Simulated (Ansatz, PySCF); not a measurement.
C2H9NOSi, SMILES [Si@@H](C)(N)OC. Atoms are numbered in the order given.

```xyz
14

C      1.9311    -0.0551     0.6914
O      1.1959    -0.0848    -0.4942
Si    -0.4783    -0.0627    -0.5425
C     -1.1276     1.5583     0.1273
N     -1.2202    -1.3255     0.3663
H      1.5374    -0.7638     1.4452
H      1.9433     0.9520     1.1507
H      2.9751    -0.3361     0.4794
H     -0.7641    -0.2507    -1.9891
H     -2.2167     1.6365    -0.0114
H     -0.6517     2.4065    -0.3881
H     -0.9152     1.6609     1.2039
H     -1.0788    -2.3033     0.1432
H     -1.4944    -1.1984     1.3325
```
Charge 0, spin multiplicity 1.

Geometry optimised at PBE0-D3(BJ)/def2-SVP. The structure was generated by enumeration; whether it is a known compound was not checked. The values are those of a single conformer.

Two levels are set side by side: PBE-D3(BJ)/def2-SVP (Ansatz, an electronic-structure program) and PBE0-D3(BJ)/def2-SVP (Ansatz). Each level has its own optimised geometry; the coordinates shown are those of the second. Frequencies come from the Hessian of PySCF at each geometry. Differences are taken from unrounded values.

| quantity | PBE0-D3(BJ) |
|---|---|
| mean bond length (Å) | 1.292 |
| bond C1–O2 (Å) | 1.395 |
| bond O2–Si3 (Å) | 1.675 |
| bond Si3–C4 (Å) | 1.870 |
| bond Si3–N5 (Å) | 1.724 |
| bond C1–H6 (Å) | 1.107 |
| bond C1–H7 (Å) | 1.107 |
| bond C1–H8 (Å) | 1.102 |
| bond Si3–H9 (Å) | 1.487 |
| bond C4–H10 (Å) | 1.101 |
| bond C4–H11 (Å) | 1.101 |
| bond C4–H12 (Å) | 1.102 |
| bond N5–H13 (Å) | 1.013 |
| bond N5–H14 (Å) | 1.012 |
| highest harmonic wavenumber (cm⁻¹) | 3727 |
| mean harmonic wavenumber (cm⁻¹) | 1393 |
| zero-point energy (kcal/mol) | 71.68 |

Q: What does PBE-D3(BJ) give, and how far is it from PBE0-D3(BJ)? (Estimate from the structure and the level; the computed values follow.)

A: 
```
quantity                            PBE-D3(BJ)  PBE-D3(BJ) minus PBE0-D3(BJ)
----------------------------------  ----------  ----------------------------
mean bond length (Å)                     1.302                         0.010
bond C1–O2 (Å)                           1.413                         0.017
bond O2–Si3 (Å)                          1.687                         0.012
bond Si3–C4 (Å)                          1.882                         0.012
bond Si3–N5 (Å)                          1.738                         0.014
bond C1–H6 (Å)                           1.115                         0.008
bond C1–H7 (Å)                           1.116                         0.009
bond C1–H8 (Å)                           1.111                         0.009
bond Si3–H9 (Å)                          1.501                         0.015
bond C4–H10 (Å)                          1.109                         0.009
bond C4–H11 (Å)                          1.109                         0.008
bond C4–H12 (Å)                          1.110                         0.007
bond N5–H13 (Å)                          1.021                         0.008
bond N5–H14 (Å)                          1.020                         0.008
highest harmonic wavenumber (cm⁻¹)        3614                          -113
mean harmonic wavenumber (cm⁻¹)           1344                           -49
zero-point energy (kcal/mol)             69.16                         -2.52
```

Exact exchange shortens and stiffens bonds; PBE has none. Differences between two approximate levels are no errors against the true value.
